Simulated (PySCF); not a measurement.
C₃H₆O₂Si, SMILES C=C1OC([SiH3])O1.

Geometry: PBE0-D3(BJ)/def2-SVP. The structure was generated by enumeration, and PubChem lists no compound with its InChIKey, so it may never have been made.

Level of theory: PBE0-D3(BJ)/def2-SVP run with PySCF.

Frequencies are harmonic and unscaled.

Question: List the normal modes with their intensities. (An estimate is asked for; the answer gives what the named calculation found.)

Answer: 
| mode | ν (cm⁻¹) | IR (km/mol) | moving atoms (share of kinetic energy) |
|---|---|---|---|
| 1 | 96 | 0.1 | C 40 %, O 22 %, Si 20 %, H 19 % |
| 2 | 145 | 0.0 | H 86 % |
| 3 | 204 | 0.0 | O 53 %, H 29 %, C 10 % |
| 4 | 299 | 9.7 | O 30 %, Si 27 %, C 22 %, H 21 % |
| 5 | 392 | 2.1 | H 41 %, C 31 %, O 29 % |
| 6 | 525 | 19.2 | H 55 %, Si 24 %, C 17 % |
| 7 | 621 | 41.5 | H 75 %, Si 12 %, O 11 % |
| 8 | 645 | 1.8 | H 95 % |
| 9 | 655 | 4.3 | C 60 %, H 26 %, O 12 % |
| 10 | 737 | 81.7 | H 63 %, C 36 % |
| 11 | 792 | 25.7 | C 49 %, H 35 %, Si 8 % |
| 12 | 824 | 39.4 | C 52 %, O 33 %, H 14 % |
| 13 | 898 | 262.4 | H 86 %, Si 11 % |
| 14 | 898 | 5.9 | H 54 %, C 25 %, O 21 % |
| 15 | 931 | 38.1 | H 94 % |
| 16 | 938 | 37.3 | H 97 % |
| 17 | 1013 | 12.9 | O 47 %, C 46 % |
| 18 | 1058 | 67.6 | O 88 % |
| 19 | 1128 | 141.8 | C 56 %, O 31 %, H 12 % |
| 20 | 1187 | 24.6 | H 69 %, C 26 % |
| 21 | 1317 | 49.9 | H 72 %, C 25 % |
| 22 | 1347 | 48.5 | C 55 %, H 25 %, O 20 % |
| 23 | 1379 | 1.1 | H 83 %, C 15 % |
| 24 | 1828 | 548.3 | C 94 % |
| 25 | 2247 | 53.0 | H 99 % |
| 26 | 2257 | 89.9 | H 96 % |
| 27 | 2273 | 71.2 | H 96 % |
| 28 | 3052 | 41.4 | H 92 % |
| 29 | 3218 | 16.0 | H 95 % |
| 30 | 3333 | 1.3 | H 89 %, C 11 % |
